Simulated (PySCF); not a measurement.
Input of a run (PBE0-D3(BJ)/def2-SVP geometry optimisation, gas phase (PySCF 2.14.0)), started from GFN2-xTB:
```
{"job": {"xc": "PBE0", "basis": "def2-SVP", "d3": "d3bj", "grid": 1, "kind": "geom"}, "charge": 0, "multiplicity": 1}
F      0.351587     2.404057    -1.026348
C      0.164583     1.133166    -0.483803
C     -0.839343     0.375250    -1.346454
C     -1.062640    -1.015233    -0.731205
C     -0.173461    -1.180355     0.502674
C      1.291758    -1.006386     0.099687
C      1.505312     0.405692    -0.467452
C     -0.540523    -0.121428     1.543970
C     -0.370677     1.280164     0.937057
H     -0.450317     0.303857    -2.363235
H     -1.768311     0.945819    -1.389281
H     -0.825316    -1.794714    -1.456691
H     -2.107354    -1.142765    -0.444141
H     -0.320630    -2.178080     0.927767
H      1.928949    -1.167621     0.970207
H      1.554857    -1.760183    -0.643582
H      2.207325     0.976897     0.141634
H      1.902385     0.371098    -1.482869
H      0.102022    -0.238500     2.417799
H     -1.569878    -0.272802     1.871466
H     -1.319110     1.818359     0.903743
H      0.328372     1.883094     1.518207
```

Output (energies in Eh, forces in Eh/bohr):
```
step   0  E = -411.79052957  max force = 0.010294
step   1  E = -411.79182531  max force = 0.002158
step   2  E = -411.79184985  max force = 0.001051
step   3  E = -411.79185168  max force = 0.000267
optimisation converged
```

Summarise the run.

The energy falls by 0.036 eV over 4 energy and gradient evaluations, the largest force component goes from 0.0103 to 2.7e-04 Eh/bohr, and the atoms move by 0.015 Å rms after alignment. Among the bonds, 13 bonds (F1–C2, C3–H10, C3–H11, C4–H12, C4–H13, C6–H15 and others) change most and about equally (-0.011 to +0.011 Å). Bonds longer at the end by more than 0.005 Å: 16 of 23; shorter: 1. The energy never rose by more than 1e-6 Eh on the way. The first step brought 98 % of the lowering.

What are the final bond lengths?

F1–C2 1.384 Å, C2–C3 1.523 Å, C3–C4 1.545 Å, C4–C5 1.532 Å, C5–C6 1.532 Å, C6–C7 1.545 Å, C5–C8 1.532 Å, C8–C9 1.545 Å, C2–C7 1.523 Å, C2–C9 1.523 Å, C3–H10 1.101 Å, C3–H11 1.101 Å, C4–H12 1.101 Å, C4–H13 1.101 Å, C5–H14 1.102 Å, C6–H15 1.101 Å, C6–H16 1.101 Å, C7–H17 1.101 Å, C7–H18 1.101 Å, C8–H19 1.101 Å, C8–H20 1.101 Å, C9–H21 1.101 Å, C9–H22 1.101 Å. Numbering counts from 1 in the input's order; the species is `FC12CCC(CC1)CC2` (1-fluorobicyclo[2.2.2]octane).

The run used 191 basis functions and 23 SCF cycles in all. Time: 79 s of wall time. Hardware: an Arm Neoverse V1 with one thread, shared host.

Whether it is a minimum is left open (no frequencies).
